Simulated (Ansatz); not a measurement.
Born–Oppenheimer molecular dynamics of AgCl (2 atoms, charge 0, multiplicity 1). It starts from a relaxed structure.

Computed with Ansatz 0.2.0, RKS PBE0-D4/def2-SVP.

- ensemble: NVT, Langevin thermostat
- time step: 2 fs
- steps asked: 500
- set temperature: 200 K
- friction: 0.05 /fs
- seed: 713948

Frames 10 fs apart, positions in Å, forces in eV/Å.

Velocities at 340.0 fs (Å/ps):

```
Cl 0.11 -5.22 -0.77
Ag -1.93 0.40 -0.48
```

```xyz
2
Properties=species:S:1:pos:R:3:forces:R:3 time_fs=340.0 energy_less_start_eV=0.002 T=286
Cl 1.092 -0.333 0.313 0.18 -0.03 0.07
Ag -1.027 -0.026 -0.483 -0.18 0.03 -0.07
2
Properties=species:S:1:pos:R:3:forces:R:3 time_fs=350.0 energy_less_start_eV=0.000 T=149
Cl 1.081 -0.366 0.321 0.09 -0.01 0.04
Ag -1.036 -0.030 -0.490 -0.09 0.01 -0.04
2
Properties=species:S:1:pos:R:3:forces:R:3 time_fs=360.0 energy_less_start_eV=0.000 T=243
Cl 1.071 -0.378 0.331 0.07 -0.01 0.03
Ag -1.043 -0.053 -0.499 -0.07 0.01 -0.03
2
Properties=species:S:1:pos:R:3:forces:R:3 time_fs=370.0 energy_less_start_eV=0.000 T=247
Cl 1.075 -0.373 0.346 -0.08 0.01 -0.03
Ag -1.050 -0.074 -0.504 0.08 -0.01 0.03
2
Properties=species:S:1:pos:R:3:forces:R:3 time_fs=380.0 energy_less_start_eV=0.008 T=220
Cl 1.104 -0.370 0.377 -0.37 0.05 -0.15
Ag -1.042 -0.092 -0.510 0.37 -0.05 0.15
2
Properties=species:S:1:pos:R:3:forces:R:3 time_fs=390.0 energy_less_start_eV=0.014 T=115
Cl 1.104 -0.373 0.404 -0.48 0.06 -0.21
Ag -1.041 -0.098 -0.519 0.48 -0.06 0.21
2
Properties=species:S:1:pos:R:3:forces:R:3 time_fs=400.0 energy_less_start_eV=0.009 T=37
Cl 1.096 -0.366 0.420 -0.40 0.05 -0.18
Ag -1.031 -0.094 -0.522 0.40 -0.05 0.18
2
Properties=species:S:1:pos:R:3:forces:R:3 time_fs=410.0 energy_less_start_eV=0.018 T=128
Cl 1.114 -0.386 0.422 -0.54 0.07 -0.24
Ag -1.027 -0.087 -0.522 0.54 -0.07 0.24
2
Properties=species:S:1:pos:R:3:forces:R:3 time_fs=420.0 energy_less_start_eV=0.015 T=211
Cl 1.110 -0.399 0.434 -0.49 0.08 -0.22
Ag -1.017 -0.070 -0.518 0.49 -0.08 0.22
2
Properties=species:S:1:pos:R:3:forces:R:3 time_fs=430.0 energy_less_start_eV=0.004 T=526
Cl 1.067 -0.413 0.475 -0.25 0.04 -0.12
Ag -1.004 -0.059 -0.525 0.25 -0.04 0.12
2
Properties=species:S:1:pos:R:3:forces:R:3 time_fs=440.0 energy_less_start_eV=0.002 T=259
Cl 1.007 -0.434 0.505 0.18 -0.04 0.09
Ag -0.989 -0.044 -0.532 -0.18 0.04 -0.09
2
Properties=species:S:1:pos:R:3:forces:R:3 time_fs=450.0 energy_less_start_eV=0.006 T=182
Cl 0.981 -0.455 0.513 0.35 -0.07 0.19
Ag -0.986 -0.042 -0.539 -0.35 0.07 -0.19
```

Of the whole run (1000 fs, mean temperature of the second half 178 K): The mean temperature of the second half is 11 % below the set value. A run of 1 ps of so small a system gives no equilibrium averages.

Time of the run: 11 min on 1 thread of Arm Neoverse V2 (shared host), peak memory 0.096 GiB.
